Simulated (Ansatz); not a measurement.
Stepwise reaction of `[CH3][Sn][CH3]` with ammonia, as a gas-phase model of exchange steps in deposition or etching. ΔE in kJ/mol; ΔG adds harmonic PBE0-D4 terms to CCSD(T)/CBS, at 1 bar.

Calculated with Ansatz (gas phase, PBE0-D4/def2-TZVP geometries, no zero-point term in ΔE). CCSD(T)/CBS is the MP2 limit (def2-TZVPP, def2-QZVPP) plus CCSD(T) − MP2 in def2-TZVPP, frozen cores. This one scheme is used for every species. DFT in def2-TZVPP. B3LYP here is the variant with VWN-RPA as its local correlation; programs differ in this. def2 core potentials past Kr. For Sn outer-core shells are correlated without core-valence functions, which leaves a few kJ/mol of doubt a bond. Each species was taken in one conformer, which may not be the lowest.

```json
{"step": "1", "reaction": "`[CH3][Sn][CH3]` + NH₃ → `[CH3][Sn][NH2]` + CH₄", "PBE-D4": "-83.5", "B3LYP-D4": "-85.6", "ωB97M-V": "-80.5", "CCSD(T)/CBS": "-80.1", "ΔG(500 K)": "-71.8"}
```

**Question.** Give the row of step 2, `[CH3][Sn][NH2]` + NH₃ → `[NH2][Sn][NH2]` + CH₄. (Best estimate.)

**Answer.** The calculation gave: 
| step | reaction | PBE-D4 | B3LYP-D4 | ωB97M-V | CCSD(T)/CBS | ΔG(500 K) |
| --- | --- | --- | --- | --- | --- | --- |
| 2 | `[CH3][Sn][NH2]` + NH₃ → `[NH2][Sn][NH2]` + CH₄ | -62.9 | -67.7 | -64.7 | -63.2 | -52.4 |

**Question.** By hand: ΔE of the 2 steps together at CCSD(T)/CBS.

**Answer.** (-80.1) + (-63.2) = -143.3 kJ/mol, or -71.7 kJ/mol a step.

In ΔE each step is higher than the one before. All are downhill at CCSD(T)/CBS. ΔG lies between -71.8 and -52.4 kJ/mol a step. PBE-D4 differs from CCSD(T)/CBS by -3.4 to 0.3 kJ/mol a step. Isolated molecules leave out the surface, adducts and barriers. Largest T1 diagnostic: 0.016.
